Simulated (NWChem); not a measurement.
Species: C2H7FOSi; SMILES F[Si@H](CO)C

```xyz
12

C     -0.9992     1.8864    -0.1336
Si     0.0637     0.4322     0.3516
F      1.5618     0.6832    -0.2479
C     -0.6187    -1.1638    -0.3807
O      0.0876    -2.2590     0.1475
H     -2.0045     1.8071     0.3099
H     -0.5501     2.8286     0.2163
H     -1.1109     1.9515    -1.2273
H      0.2003     0.3072     1.8296
H     -0.5403    -1.0910    -1.4863
H     -1.7069    -1.2040    -0.1543
H     -0.2296    -3.0636    -0.2736
```
Atoms are numbered in this order, from 1.

Program: NWChem. Pople sets run with spherical d functions. Medium grid unless said otherwise, to which SCAN and Minnesota functionals are sensitive. Coordinates come from a PBE0/def2-SVP optimisation. Not confirmed as a minimum by frequencies. B3LYP is NWChem's, with the RPA form of VWN correlation.

Q: Order these by “dipole (D)”, lowest first: M06/6-31G*; PBE/6-31G*; MPW1K/6-31G*; B3LYP/6-31G*.

A: PBE/6-31G* (2.94), B3LYP/6-31G* (3.03), M06/6-31G* (3.14), MPW1K/6-31G* (3.21)
